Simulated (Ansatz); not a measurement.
Relaxation of GaH$_{7}$OSi (10 atoms, charge 0, multiplicity 1), to a largest force component of 0.03 eV/Å in at most 50 steps.

Method: RKS B3LYP-D4/def2-SVP (Ansatz 0.2.0).

```xyz
10
Properties=species:S:1:pos:R:3
Ga -1.146 0.722 -2.286
H 0.231 1.259 -1.821
H -1.195 -0.595 -3.141
H -2.445 1.529 -1.935
H 0.546 0.551 -0.060
O 0.058 -0.025 0.548
Si 0.829 -0.702 1.870
H 1.436 0.347 2.743
H 1.908 -1.651 1.464
H -0.223 -1.435 2.619
```

Question: Where does it end, and by what steps?

Answer: It converged. The force dipped under the threshold on the way, but the program's further checks kept it going. After 22 steps the energy has fallen by 0.512 eV; H3 moved furthest, 1.74 Å. Joined: Ga1–O6.

| step | energy less start (eV) | largest force component (eV/Å) | accepted |
| --- | --- | --- | --- |
| 0 | 0.0000 | 0.454 | yes |
| 1 | -0.0675 | 0.271 | yes |
| 2 | -0.1346 | 0.353 | yes |
| 3 | -0.2163 | 0.483 | yes |
| 4 | -0.2778 | 0.566 | yes |
| 5 | -0.3464 | 0.670 | yes |
| 6 | -0.4281 | 0.330 | yes |
| 7 | -0.4704 | 0.194 | yes |
| 8 | -0.4868 | 0.154 | yes |
| 9 | -0.5026 | 0.164 | yes |
| 10 | -0.5053 | 0.122 | yes |
| 11 | -0.5072 | 0.091 | yes |
| 12 | -0.5082 | 0.018 | yes |
| 13 | -0.5089 | 0.035 | yes |
| 14 | -0.5088 | 0.069 | no |
| 15 | -0.5096 | 0.028 | yes |
| 16 | -0.5101 | 0.085 | yes |
| 17 | -0.5104 | 0.054 | yes |
| 18 | -0.5110 | 0.020 | yes |
| 19 | -0.5113 | 0.037 | yes |
| 20 | -0.5114 | 0.086 | yes |
| 21 | -0.5116 | 0.065 | yes |
| 22 | -0.5117 | 0.029 | yes |

```xyz
10
Properties=species:S:1:pos:R:3
Ga -0.846 0.431 -1.579
H 0.214 1.180 -2.486
H -0.819 -1.153 -1.539
H -2.177 1.175 -1.175
H 0.978 1.321 0.201
O 0.287 0.649 0.271
Si 0.544 -0.652 1.354
H 1.168 -0.082 2.579
H 1.448 -1.660 0.745
H -0.798 -1.209 1.630
```

Time of the run: 51 s on 2 threads of Arm Neoverse V2, with other jobs on the host, peak memory 0.21 GiB.
